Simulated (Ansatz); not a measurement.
Computed with Ansatz on PBE0-D4/def2-TZVP structures; ΔE is electronic, products minus reactants. CCSD(T)/CBS adds triple-zeta CCSD(T) − MP2 to the extrapolated MP2 energy (def2 sets, frozen cores). This one scheme is used for every species. Functionals use def2-TZVPP. B3LYP here is the variant with VWN-RPA as its local correlation; programs differ in this. Elements past krypton have def2 core potentials. For Sb outer-core shells are correlated without core-valence functions, which leaves a few kJ/mol of doubt a bond. One conformer a species, not always the lowest.

Reaction (formal exchange of groups at the Sb–Si bond): `[OH][SbH][SiH3]` + ethane → `C[CH2][SbH][OH]` + SiH₄

`[OH][SbH][SiH3]`:

Cartesian coordinates in Å:
```
O -1.802 0.233 0.988
Sb -0.479 1.377 0.051
Si 0.897 -0.663 -0.725
H -2.671 0.639 0.938
H 0.553 1.562 1.411
H 1.034 -1.653 0.373
H 2.244 -0.195 -1.150
H 0.224 -1.299 -1.888
```

`CC`:

Z-matrix (Å, degrees):
```
C
C 1 1.519
H 1 1.093 2 111.4
H 1 1.093 2 111.4 3 120.0
H 1 1.093 2 111.4 3 -120.0
H 2 1.093 1 111.4 3 180.0
H 2 1.093 1 111.4 3 -60.0
H 2 1.093 1 111.4 3 60.0
```

`C[CH2][SbH][OH]`:

Z-matrix (Å, degrees):
```
C
C 1 1.519
H 1 1.093 2 111.5
H 1 1.094 2 111.2 3 119.8
H 1 1.094 2 112.0 3 -120.5
Sb 2 2.154 1 113.0 3 60.7
H 2 1.092 1 112.1 3 -58.0
H 2 1.092 1 111.4 3 -178.7
O 6 1.978 2 93.3 1 -153.9
H 6 1.721 2 91.9 1 -58.9
H 9 0.960 6 110.4 2 -143.2
```

SiH₄:

Z-matrix (Å, degrees):
```
Si
H 1 1.485
H 1 1.485 2 109.5
H 1 1.485 2 109.5 3 -120.0
H 1 1.485 2 109.5 3 120.0
```

```tsv
level	ΔE (kcal/mol)	difference from CCSD(T)/CBS
PBE-D4	12.9	2.9
B3LYP-D4	11.6	1.6
ωB97X-V	10.8	0.8
ωB97M-V	10.7	0.7
PBE	13.3	3.3
r2SCAN	12.1	2.1
B3LYP	12.2	2.2
MP2/def2-TZVPP	8.7	-1.3
SCS-MP2/def2-TZVPP	8.5	-1.5
CCSD/def2-TZVPP	9.6	-0.4
CCSD(T)/def2-TZVPP	9.3	-0.7
HF/def2-QZVPP	11.3	1.3
SCS-MP2/def2-QZVPP	8.9	-1.1
HF/CBS(def2)	11.3	1.3
MP2/CBS(def2)	9.4	-0.6
CCSD/CBS(def2)	10.3	0.3
CCSD(T)/CBS	10.0	0
```

Largest T1 diagnostic among the species: 0.014.

In def2-TZVPP, CCSD(T) changes the Hartree–Fock value by −2.1 kcal/mol (the triples alone add −0.3 kcal/mol) and MP2 by −2.8 kcal/mol.
